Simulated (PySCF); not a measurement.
Structure with atom numbers: `[CH:1]#[C:2][SiH2:3][Si@H:4]1[CH2:5][C@H:6]([O:7][SiH3:8])[CH2:9]1` (H(Xn): hydrogen on atom n). Ha(C5), Ha(C9) are cis to Si3 on the ring; Hb(C5), Hb(C9) are trans to Si3 on the ring.

PySCF 2.14 calculation with σ from GIAO-PBE0/pcSseg-1 and geometry from GFN2-xTB; no solvent model, one averaged value for each set of equivalent atoms, non-relativistic, single conformer.

References, each an isolated molecule treated in the same way: 13C (σref 186.93), 1H (σref 31.72), 29Si (σref 349.16) against TMS; 17O (σref 336.08) against H2O.

| atoms | nucleus | count | Hirshfeld charge | δ (ppm) |
| --- | --- | --- | --- | --- |
| H(Si4) | 1H | 1 | -0.07 | ? |
| H(C6) | 1H | 1 | 0.03 | 4.65 |
| Si4 | 29Si | 1 | 0.28 | -65.5 |
| Ha(C5)/Ha(C9) | 1H | 2 | 0.03 | 2.04 |
| H(C1) | 1H | 1 | 0.10 | 1.99 |
| C6 | 13C | 1 | 0.05 | ? |
| O7 | 17O | 1 | -0.22 | 71.8 |
| H(Si3) | 1H | 2 | -0.07 | 4.36 |
| H(Si8) | 1H | 3 | -0.08 | ? |
| Si3 | 29Si | 1 | 0.27 | ? |
| C1 | 13C | 1 | -0.08 | 106.3 |
| Si8 | 29Si | 1 | 0.38 | -47.9 |
| C5/C9 | 13C | 2 | -0.17 | 23.9 |
| C2 | 13C | 1 | -0.15 | 83.7 |
| Hb(C5)/Hb(C9) | 1H | 2 | 0.04 | ? |

Fill in the missing shifts.

Answers


- C6: 71.2 ppm, sp3 CH bonded to O; deshielded by the electronegative neighbour
- H(Si8): 4.85 ppm, hydrogen on a silicon bonded to O
- H(Si4): 4.70 ppm, hydrogen on a silicon bonded to 2 C, Si, in a 4-membered ring
- Hb(C5)/Hb(C9): 1.94 ppm, hydrogen on an sp3 CH2 bonded to Si
- Si3: -98.2 ppm, silicon bonded to C, Si, 2 H

Shifts are as computed. Against solution values, carbons near 30 ppm lie about +3 ppm off and those near 130 ppm about +5 ppm. Of 1211 compounds with measured shifts, 218 miss one by over three times the rms of a fit or turn the order of signals round; such compounds aren't used in these exercises. Experimental scales use liquid or dissolved standards, which lie at an offset from isolated H2O (liquid H2O: subtract about 36 ppm).
